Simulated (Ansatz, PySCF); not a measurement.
Species: GeBr (charge 0, doublet). 
Coordinates optimised at B3LYP-D3(BJ)/def2-TZVP (Ansatz, a program for electronic structure):
SMILES: [Ge][Br]
```xyz
2

Ge     0.0000     0.0000    -1.2291
Br     0.0000     0.0000     1.1237
```
Charge 0, spin multiplicity 2.

Total electronic energies in hartree. Cores are frozen in the correlated levels unless marked. UHF or UKS for open shells. No spin-orbit coupling. The frozen core is the preceding noble-gas configuration, with the filled d and f shells of earlier blocks. Non-relativistic. CBS(X,Y): correlation extrapolated as X^-3; Hartree-Fock from the larger set (for Q and 5 zeta extrapolated as (X+1)exp(-9√X)). [CCSD(T)-MP2]/basis is that difference in the basis named.

```json
[
 {"level": "HF/6-31G*", "program": "Ansatz", "energy (Eh)": "-4647.20930"},
 {"level": "MN15-D3(BJ)/def2-TZVPD", "program": "PySCF + dftd3", "energy (Eh)": "-4651.80367"},
 {"level": "MN15/def2-TZVPD", "program": "PySCF", "energy (Eh)": "-4651.80367"},
 {"level": "MP2/def2-TZVPPD", "program": "Ansatz", "energy (Eh)": "-4648.03471"},
 {"level": "MP2/cc-pVQZ", "program": "Ansatz", "energy (Eh)": "-4648.14759"},
 {"level": "CCSD/def2-QZVPPD", "program": "Ansatz", "energy (Eh)": "-4648.17175"},
 {"level": "CCSD(T)/cc-pVTZ", "program": "Ansatz", "energy (Eh)": "-4648.15561"},
 {"level": "RI-MP2/CBS(cc-pVTZ,cc-pVQZ)+[CCSD(T)-MP2]/cc-pVQZ", "program": "Ansatz", "energy (Eh)": "-4648.2022"},
 {"level": "CCSD(T)/CBS(cc-pVQZ,cc-pV5Z)", "program": "Ansatz", "energy (Eh)": "-4648.2028"}
]
```

Totals of different functionals don't rank their quality; only differences between species are comparable.
